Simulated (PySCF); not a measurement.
# Working out the excitation energy of Br²⁺

Br²⁺ [Ar] 3d10 4s2 4p3 (4S) → Br²⁺ [Ar] 3d10 4s1 4p4 (4P). Calculation: PySCF 2.14, in x2c-TZVPPall (6s5p4d1f, 48 functions); the spin-free X2C one-electron Hamiltonian (Gaussian nucleus). Frozen: [Ne]. Energies in hartree (1 hartree = 27.21139 eV):

```csv
part,Br²⁺ (lower),Br²⁺ (upper)
UHF,-2603.276631,-2602.793115
MP2 opposite-spin,-0.173527,-0.172923
MP2 same-spin,-0.086848,-0.084227
```

**Question.** What does Hartree-Fock give?

**Answer.** (-2602.793115) − (-2603.276631) = 0.483516 hartree = 13.157 eV.

**Question.** What do MP2 and SCS-MP2 (6/5 opposite-spin, 1/3 same-spin) give?

**Answer.** The opposite-spin parts differ by 0.016 eV and the same-spin parts by 0.071 eV. MP2: 13.157 + (0.016) + (0.071) = 13.244 eV. SCS-MP2: 13.157 + 1.2 × (0.016) + (0.071)/3 = 13.200 eV.
